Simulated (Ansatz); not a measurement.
**CH5GaN−: which of two structures lies lower**

Structure I is a singlet given by its coordinates and structure II is a singlet given by its coordinates. Both are isolated ions in the gas phase, relaxed with BLYP-D3(BJ)/def2-SVPD.

I (Å):

| atom | x (Å) | y (Å) | z (Å) |
| --- | --- | --- | --- |
| C | 1.2108 | -0.8164 | -1.9160 |
| Ga | -0.2944 | -0.9389 | 0.5175 |
| N | 0.0389 | -0.7060 | -1.4436 |
| H | 1.4221 | -0.6896 | -3.0159 |
| H | 2.1352 | -1.0455 | -1.3061 |
| H | -0.9371 | 0.4532 | 1.0521 |
| H | 1.1578 | -1.2582 | 1.2024 |
| H | -1.3358 | -2.1750 | 0.6721 |

Close contacts (Å): C1–N3 1.27, Ga2–N3 2.00, C1–H4 1.13, C1–H5 1.13, Ga2–H6 1.62, Ga2–H7 1.64, Ga2–H8 1.62.

II (Å):

```tsv
atom	x (Å)	y (Å)	z (Å)
C	0.2952	-1.1945	-1.6952
Ga	0.9126	-0.5102	0.1581
N	0.1406	-0.6456	1.7931
H	0.1848	-0.3488	-2.4087
H	1.0485	-1.8884	-2.1282
H	-0.6757	-1.7299	-1.6440
H	2.3374	0.2615	-0.0013
H	-0.7563	-1.1644	1.7102
```

Close contacts (Å): C1–Ga2 2.07, Ga2–N3 1.81, C1–H4 1.11, C1–H5 1.11, C1–H6 1.11, Ga2–H7 1.63, N3–H8 1.04.

Task: Estimate which is lower in electronic energy at CCSD(T)/def2-SVPD + ΔMP2/def2-TZVPPD, and by roughly how much.

Result: The CCSD(T)/def2-SVPD + ΔMP2/def2-TZVPPD calculation puts structure I lower, by 0.071 eV.

The same difference at several levels:

```tsv
level	geometry	E(II) − E(I) (eV)	departure from the last row (eV)	job, with rough time for the two
BLYP-D3(BJ)/def2-SVPD	BLYP-D3(BJ)/def2-SVPD	+0.175	+0.104	optimisation, 19 s
HF/def2-SVPD	BLYP-D3(BJ)/def2-SVPD	+0.706	+0.635	part of the CCSD(T) run
MP2/def2-SVPD	BLYP-D3(BJ)/def2-SVPD	−0.036	−0.107	part of the CCSD(T) run
CCSD(T)/def2-SVPD	BLYP-D3(BJ)/def2-SVPD	+0.203	+0.131	single point
CCSD(T)/def2-SVPD + ΔMP2/def2-TZVPPD	BLYP-D3(BJ)/def2-SVPD	+0.071		single point, 34 s
```

MP2/def2-SVPD puts the two in the other order. The largest departure from CCSD(T)/def2-SVPD + ΔMP2/def2-TZVPPD is that of HF/def2-SVPD, 0.635 eV. Levels run at GFN2-xTB geometries aren't shown. The last row adds to CCSD(T) the change of the MP2 difference between the two basis sets, here −0.131 eV, a large step that makes the value less sure.

With harmonic frequencies from BLYP-D3(BJ)/def2-SVPD (ideal gas, rigid rotor, one conformer each, 600 K, 1 atm): the zero-point term adds +0.148 eV; ΔH is +0.236 and ΔG +0.169 eV.

The correlated steps freeze 11 core orbitals; the filled d shell of Ga is correlated, in a basis made for valence electrons. Programs: Ansatz 0.2.0; the last row on 2 threads of Arm Neoverse V1 on a shared host.
